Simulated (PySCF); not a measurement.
SMILES N#Cc1ccsc1-c1cccs1, singlet, GFN2-xTB optimised geometry.

```
17

N      3.41     1.37    -0.01
C      2.67     0.50     0.00
C      1.80    -0.61     0.00
C      2.30    -1.94     0.00
C      1.30    -2.86     0.00
S     -0.26    -2.14     0.00
C      0.42    -0.54     0.00
C     -0.43     0.60     0.00
C     -1.81     0.60     0.00
C     -2.36     1.89     0.00
C     -1.40     2.87     0.00
S      0.19     2.23     0.00
H      3.34    -2.18    -0.01
H      1.39    -3.93     0.00
H     -2.39    -0.30     0.00
H     -3.41     2.09     0.00
H     -1.54     3.93     0.00
```

Density from CAM-B3LYP/def2-SVP in PySCF at that geometry.

Minimum of the electron density along straight lines between bonded atoms, close to the bond critical point (lines longer than 1.1 times the sum of covalent radii, or with two minima, are not listed):

```csv
bond,length / Å,ρ at the minimum / e bohr⁻³,∇²ρ there / e bohr⁻⁵,position (fraction from the first atom)
N1–C2,1.148,0.477,0.42,0.66
C2–C3,1.403,0.292,-0.78,0.54
C3–C4,1.422,0.292,-0.72,0.51
C4–C5,1.353,0.329,-0.85,0.49
C5–S6,1.723,0.217,-0.48,0.47
C3–C7,1.385,0.310,-0.75,0.49
S6–C7,1.739,0.211,-0.46,0.52
C7–C8,1.426,0.290,-0.73,0.51
C8–C9,1.375,0.317,-0.79,0.51
C9–C10,1.404,0.303,-0.77,0.50
C10–C11,1.361,0.324,-0.83,0.49
C8–S12,1.741,0.209,-0.45,0.47
C11–S12,1.715,0.220,-0.50,0.47
C4–H13,1.075,0.286,-1.13,0.64
C5–H14,1.072,0.287,-1.14,0.65
C9–H15,1.076,0.285,-1.11,0.64
C10–H16,1.075,0.285,-1.11,0.64
C11–H17,1.072,0.287,-1.14,0.65
```
